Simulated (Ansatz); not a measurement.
Stepwise reaction of `S[SiH](S)Cl` with hydrogen, as a gas-phase model of exchange steps in deposition or etching. ΔE in kJ/mol; ΔG adds harmonic PBE0-D4 terms to CCSD(T)/CBS, at 1 bar.

Calculated with Ansatz (gas phase, PBE0-D4/def2-TZVP geometries, no zero-point term in ΔE). CCSD(T)/CBS is the MP2 limit (def2-TZVPP, def2-QZVPP) plus CCSD(T) − MP2 in def2-TZVPP, frozen cores. This one scheme is used for every species. DFT in def2-TZVPP. B3LYP here is the variant with VWN-RPA as its local correlation; programs differ in this. Each species was taken in one conformer, which may not be the lowest.

```json
{"step": "2", "reaction": "`S[SiH2]Cl` + H₂ → `[SiH3]Cl` + H₂S", "PBE-D4": "48.5", "B3LYP-D4": "40.6", "ωB97M-V": "41.2", "CCSD(T)/CBS": "42.3", "ΔG(600 K)": "36.2"}
```

(1) Give the row of step 1, `S[SiH](S)Cl` + H₂ → `S[SiH2]Cl` + H₂S. (An estimate is asked.)

(2) By hand: ΔE of the 2 steps together at CCSD(T)/CBS.

Results:

(1) Ansatz gave: 
```
step                                reaction  PBE-D4  B3LYP-D4  ωB97M-V  CCSD(T)/CBS  ΔG(600 K)
   1  `S[SiH](S)Cl` + H₂ → `S[SiH2]Cl` + H₂S    47.2      39.8     39.6         41.1       30.1
```

(2) (41.1) + (42.3) = 83.4 kJ/mol, or 41.7 kJ/mol a step.

In ΔE the steps differ by no more than 1.2 kJ/mol. All are uphill at CCSD(T)/CBS. ΔG lies between 30.1 and 36.2 kJ/mol a step. PBE-D4 differs from CCSD(T)/CBS by 6.1 to 6.2 kJ/mol a step. Isolated molecules leave out the surface, adducts and barriers. Largest T1 diagnostic: 0.011.
